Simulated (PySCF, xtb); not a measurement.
Al(H)(NHMe)(OH) (CH6AlNO), SMILES C[NH][AlH][OH]. The values are those of a single conformer.

Harmonic wavenumbers (cm⁻¹) from xtb with GFN2-xTB at its own minimum, in rising order: 87, 97, 181, 282, 414, 446, 469, 506, 584, 668, 920, 1015, 1107, 1124, 1317, 1414, 1488, 1501, 1938, 2900, 2926, 3007, 3345, 3764.

### Question
What does PBE0-D3(BJ)/def2-SVP run with PySCF give at its own minimum? (Estimate from the structure and the level; the computed values follow.)

### Answer
122, 156, 179, 290, 344, 478, 531, 543, 646, 724, 898, 1080, 1140, 1181, 1390, 1450, 1470, 1495, 1961, 3004, 3064, 3138, 3621, 4003. Paired by order, the mean absolute difference is 68 cm⁻¹ and the zero-point energies are 45.0 and 47.0 kcal/mol.
